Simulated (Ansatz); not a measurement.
`FC(F)C(F)(F)C(F)C(F)(F)F` + H–F → `FC(F)C(F)(F)F` + `FCC(F)(F)F` at 298.15 K and 1 bar (substitution at a C–C bond).

Isolated molecules relaxed with PBE0-D4/def2-TZVP in Ansatz; ΔE leaves out vibrations. CCSD(T)/CBS adds triple-zeta CCSD(T) − MP2 to the extrapolated MP2 energy (def2 sets, frozen cores). This one scheme is used for every species. Each species was taken in one conformer, which may not be the lowest.

```tsv
species	CCSD(T)/CBS energy (Eh)	H − E (kJ/mol)	S (J/(mol·K))
`FC(F)C(F)(F)C(F)C(F)(F)F`	-951.73007	218.6	439.8
H–F	-100.39570	33.5	173.6
`FC(F)C(F)(F)F`	-575.65828	118.2	333.2
`FCC(F)(F)F`	-476.47126	136.6	316.0
```

H − E and S are ideal-gas, rigid-rotor, harmonic terms from PBE0-D4/def2-TZVP, for one conformer and one mirror image of each species. 1 Eh = 2625.50 kJ/mol, R = 8.31446 J/(mol·K).

Question: By hand: ΔE, ΔH, ΔS and ΔG.

Answer: ΔE = (-575.65828) + (-476.47126) − (-951.73007) − (-100.39570) = -0.00377 Eh = -9.9 kJ/mol. Δ(H − E) = 118.2 + 136.6 − 218.6 − 33.5 = 2.7, so ΔH = -7.2 kJ/mol. ΔS = 333.2 + 316.0 − 439.8 − 173.6 = 35.8 J/(mol·K). ΔG = -7.2 − 298.15 × (35.8)/1000 = -17.9 kJ/mol.

Question: By hand: the equilibrium constant, and the temperature at which ΔG would vanish if ΔH and ΔS stayed fixed.

Answer: log₁₀ K = −ΔG/(RT ln 10) = 3.1. ΔH and −TΔS have one sign here, so there is no such temperature.

TΔS isn't small against ΔH here. A doubt of 5 kJ/mol in ΔE shifts log₁₀ K by 0.9 here. Other conformers and mirror images would add mixing entropy, several J/(mol·K) or more a flexible species. Modes under 60 cm⁻¹, often nearly free rotors, make the harmonic entropy too high. These are equilibria of isolated gas molecules and say nothing of rates. Largest T1 diagnostic: 0.012 (customary marks: 0.02 for closed shells, 0.045 for open ones).
